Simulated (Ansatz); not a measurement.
Ideal-gas functions of `[OH][GeH]([Cl])[Br]` at 800 K and 1 bar, from an Ansatz frequency run at PBE0-D4/def2-TZVP.

Molar mass 205.98 g/mol, point group C1 (symmetry number 1), electronic degeneracy 1, moments of inertia 148.349, 384.021, 487.331 u Å². Harmonic wavenumbers (cm⁻¹, unscaled): 125, 148, 200, 246, 315, 432, 693, 703, 747, 943, 2231, 3882.

Use S(trans) = R[1.5 ln M + 2.5 ln T − 1.1517]; rotational temperatures θ = 24.2544 K / I; S(rot) = R[ln(√π/σ · √(T³/θAθBθC)) + 1.5]; for each mode x = 1.438777 ν̃/T, S = R[x/(eˣ − 1) − ln(1 − e⁻ˣ)] and H = RT x/(eˣ − 1); 1 cm⁻¹ = 0.0119627 kJ/mol; R = 8.31446 J/(mol·K).

By hand: the entropy, in J/(mol·K).

Translation 195.8. Rotation: θ = 0.1635, 0.0632, 0.0498 K, giving 132.1. Vibration, mode by mode: 20.74, 19.34, 16.86, 15.16, 13.15, 10.62, 7.00, 6.90, 6.46, 4.85, 0.77, 0.06, in all 121.9. Electronic 0.0. Sum 449.8 J/(mol·K).

By hand: H − E and G − E in kJ/mol, counted from the electronic energy.

Zero-point energy ½ × 10665 × 0.0119627 = 63.8; thermal vibration 44.8; translation, rotation and pV give 4 RT = 26.6. H − E = 135.2 kJ/mol, and G − E = 135.2 − 800 × 449.8/1000 = -224.6 kJ/mol.

Vibration gives 27 % of the entropy, 40.1 J/(mol·K) of it from the modes under 150 cm⁻¹: soft modes count most, and the harmonic formula is weakest for them. The sum counts one conformer and one mirror image; others add a mixing term.
